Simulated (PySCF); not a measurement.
sulfur trioxide (O$_{3}$S), singlet, at a GFN2-xTB geometry, with bond 4-2 at 1.3 times its length. Base run: HF/6-31G** in PySCF.

Here is a job for PySCF.
```python
from pyscf import gto, scf

mol = gto.M(
    atom='''
O    -0.69178694   -1.23678958   -0.04601210
S    -0.00000000    0.00000000   -0.00000000
O    -0.72514024    1.21840142   -0.00209182
O     1.84200535    0.02390462    0.06253510
''',
    basis='6-31g**',
    verbose=4,
)

mf = scf.RHF(mol)
mf.kernel()
mf.analyze()
```

Variants of this job, named by their change:

```json
[
 {"change": "base", "ΔE vs base (µEh)": "0.0", "SCF cycles": "12", "outcome": "converged"},
 {"change": "damp = 0.5; diis_start_cycle = 5", "ΔE vs base (µEh)": "0.0", "SCF cycles": "13", "outcome": "converged"},
 {"change": "DIIS = ADIIS", "ΔE vs base (µEh)": "0.0", "SCF cycles": "26", "outcome": "converged"},
 {"change": "conv_tol_grad = 1e-7", "ΔE vs base (µEh)": "0.0", "SCF cycles": "15", "outcome": "converged"},
 {"change": "level_shift = 1.0 (with mf.max_cycle = 100)", "ΔE vs base (µEh)": "0.0", "SCF cycles": "26", "outcome": "converged"},
 {"change": "diis = off (with mf.max_cycle = 100)", "ΔE vs base (µEh)": "-", "SCF cycles": "100", "outcome": "not converged"},
 {"change": "solver = newton; init_guess = 1e", "ΔE vs base (µEh)": "0.0", "SCF cycles": "-", "outcome": "converged"},
 {"change": "level_shift = 0.5 (with mf.max_cycle = 100)", "ΔE vs base (µEh)": "0.0", "SCF cycles": "18", "outcome": "converged"},
 {"change": "level_shift = 0.3 (with mf.max_cycle = 100)", "ΔE vs base (µEh)": "0.0", "SCF cycles": "15", "outcome": "converged"},
 {"change": "diis_space = 4", "ΔE vs base (µEh)": "0.0", "SCF cycles": "16", "outcome": "converged"},
 {"change": "conv_tol = 1e-6", "ΔE vs base (µEh)": "0.0", "SCF cycles": "9", "outcome": "converged"},
 {"change": "diis = off; damp = 0.3 (with mf.diis_start_cycle = 200; with mf.max_cycle = 150)", "ΔE vs base (µEh)": "0.0", "SCF cycles": "32", "outcome": "converged"},
 {"change": "conv_tol = 1e-12", "ΔE vs base (µEh)": "0.0", "SCF cycles": "15", "outcome": "converged"}
]
```
